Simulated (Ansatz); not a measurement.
Relaxation of Cl4F2Mo (7 atoms, charge 0, multiplicity 1), to a largest force component of 0.02 eV/Å in at most 40 steps.

All numbers below come from Ansatz, RHF/def2-SVP.

```xyz
7
Properties=species:S:1:pos:R:3
Mo 0.000 0.000 0.000
F 0.000 0.000 1.770
Cl 2.310 0.000 0.000
Cl 0.000 2.310 0.000
Cl -2.310 0.000 0.000
F 0.000 -1.770 0.000
Cl 0.000 0.000 -2.310
```

Q: Where does it end, and by what steps?

A: The run converged. After 3 steps the energy has fallen by 0.111 eV; Mo1 moved furthest, 0.07 Å.

| step | energy less start (eV) | largest force component (eV/Å) | accepted |
| --- | --- | --- | --- |
| 0 | 0.0000 | 2.080 | yes |
| 1 | -0.0944 | 0.727 | yes |
| 2 | -0.1050 | 0.196 | yes |
| 3 | -0.1111 | 0.009 | yes |

```xyz
7
Properties=species:S:1:pos:R:3
Mo 0.000 0.047 -0.047
F 0.000 0.006 1.770
Cl 2.280 -0.021 0.021
Cl 0.000 2.309 0.010
Cl -2.280 -0.021 0.021
F 0.000 -1.770 -0.006
Cl 0.000 -0.010 -2.309
```

Whether the end is a true minimum wasn't checked by a vibrational analysis.

Run time: 23 s on 2 threads of Arm Neoverse V1 (shared host), peak memory 0.47 GiB.
